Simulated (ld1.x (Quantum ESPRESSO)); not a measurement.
# Ta: one change to a TM semilocal potential, before and after

ld1.x (Quantum ESPRESSO) 7.5 input, shortened:

```
&input
   title='Ta', zed=73., rel=1, dft='PBESOL', iswitch=3,
   config='[Xe] 4f14 5d3 6s0 6p0'
 /
 &inputp
   pseudotype=1, tm=.true., lloc=2,
   nlcc=.true., new_core_ps=.true., rcore=1.50
 /
3
5S  1  0   2.00   0.00  1.50  1.50  0.0
5P  2  1   6.00   0.00  1.50  1.50  0.0
5D  3  2   3.00   0.00  2.60  2.60  0.0
 &test
   configts(1)='5s2 5p6 5d3 6s0 6p0'
 /
```

Change: wave 5d (bound): rc 2.60 bohr becomes 5d (bound): rc 2.72 bohr.

Cutoffs: the cutoffs (Ry, on a coarse ladder) from which the occupation-weighted sum of valence levels, in a spherical-Bessel basis at the reference potential, stays within 10 and 1 mRy of its value at 400 Ry; they do not see the model core or the augmentation charge, which bear on the density cutoff. Errors are all-electron minus pseudo energies relative to the spin-unpolarised reference configuration.

Question: How do hardness, ghosts and transferability respond?

Answer: The potential gets neither clearly harder nor softer (80 Ry and 120 Ry → 80 Ry and 120 Ry); the errors of the 7 common tests hardly move; neither file shows a bound ghost. A semilocal file is local in each channel, so a ghost entry of none says nothing of the separable form that plane-wave codes build from it.

| quantity | base | changed |
| --- | --- | --- |
| cutoff, loose | 80 Ry | 80 Ry |
| cutoff, tight | 120 Ry | 120 Ry |
| bound ghosts | none | none |
| error for 5s2 5p6 5d3 6s2 6p0, meV [ΔE -23.48 eV] | +1081 | +1079 |
| error for 5s2 5p6 5d3 6s1 6p0, meV [ΔE -14.98 eV] | +673 | +672 |
| error for 5s2 5p6 5d2 6s0 6p0, meV [ΔE 23.61 eV] | -20 | -17 |
| error for 5s2 5p6 5d3.5 6s1.5 6p0, meV [ΔE -22.49 eV] | +766 | +763 |
| error for 5s2 5p6 5d3 6s0 6p1, meV [ΔE -9.85 eV] | +53 | +53 |
| error for 5s2 5p6 5d2 6s2 6p1, meV [ΔE -20.45 eV] | +1364 | +1368 |
| error for 5s2 5p6 5d3 6s1 6p1, meV [ΔE -19.26 eV] | +621 | +620 |
